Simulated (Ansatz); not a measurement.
Mean bond length (Å) of eight silicon and germanium compounds: PBE-D3(BJ) beside r2SCAN-D4, computed with Ansatz (a quantum-chemistry and plane-wave program) for isolated molecules in the bases named; differences from unrounded values. The eight are the first of their class met in an unordered collection, after screening for sound electronic states; none was chosen by its value. Each level has its own optimised geometry.

```json
[
 {"molecule": "C4H8Si2, SMILES [SiH3]C1=CC=C[SiH2]1", "basis": "def2-SVP", "r2SCAN-D4": "1.470", "PBE-D3(BJ)": "1.478", "difference": "0.008"},
 {"molecule": "C2H6ClNSi2, SMILES C(C[Si@@H](Cl)[SiH3])#N", "basis": "def2-SVP", "r2SCAN-D4": "1.557", "PBE-D3(BJ)": "(withheld)", "difference": "(withheld)"},
 {"molecule": "CH7FN2Si, SMILES CN[Si@H](N)F", "basis": "def2-SVP", "r2SCAN-D4": "1.305", "PBE-D3(BJ)": "1.314", "difference": "0.009"},
 {"molecule": "C3H5ClGe, SMILES [CH](=C=CCl)[GeH3]", "basis": "def2-SVP", "r2SCAN-D4": "1.458", "PBE-D3(BJ)": "(withheld)", "difference": "(withheld)"},
 {"molecule": "CH₉ClN₂Si₂, SMILES Cl[Si@@](N)([SiH2]N)C", "basis": "def2-SVP", "r2SCAN-D4": "1.442", "PBE-D3(BJ)": "1.451", "difference": "0.009"},
 {"molecule": "C₃H₈OSi, SMILES O[C@H]1C[C@H]1[SiH3]", "basis": "def2-SVP", "r2SCAN-D4": "1.356", "PBE-D3(BJ)": "1.364", "difference": "0.008"},
 {"molecule": "C2H4N2OSi, SMILES O[SiH]1N=CC=N1", "basis": "def2-SVP", "r2SCAN-D4": "1.398", "PBE-D3(BJ)": "1.409", "difference": "0.010"},
 {"molecule": "C₃H₄ClNSi, SMILES [Si@@H]1(Cl)C=CN=C1", "basis": "def2-SVP", "r2SCAN-D4": "1.469", "PBE-D3(BJ)": "(withheld)", "difference": "(withheld)"}
]
```

Complete the blanks. (The exact figures need the calculation; the answer reports its results.)


- C3H5ClGe, SMILES [CH](=C=CCl)[GeH3], PBE-D3(BJ): 1.468
- C3H5ClGe, SMILES [CH](=C=CCl)[GeH3], difference: 0.010
- C₃H₄ClNSi, SMILES [Si@@H]1(Cl)C=CN=C1, PBE-D3(BJ): 1.477
- C₃H₄ClNSi, SMILES [Si@@H]1(Cl)C=CN=C1, difference: 0.008
- C2H6ClNSi2, SMILES C(C[Si@@H](Cl)[SiH3])#N, PBE-D3(BJ): 1.566
- C2H6ClNSi2, SMILES C(C[Si@@H](Cl)[SiH3])#N, difference: 0.009

PBE-D3(BJ) lies below r2SCAN-D4 in 0 and above it in 8 of the eight; the mean signed difference is 0.009 and the largest 0.010 Å.
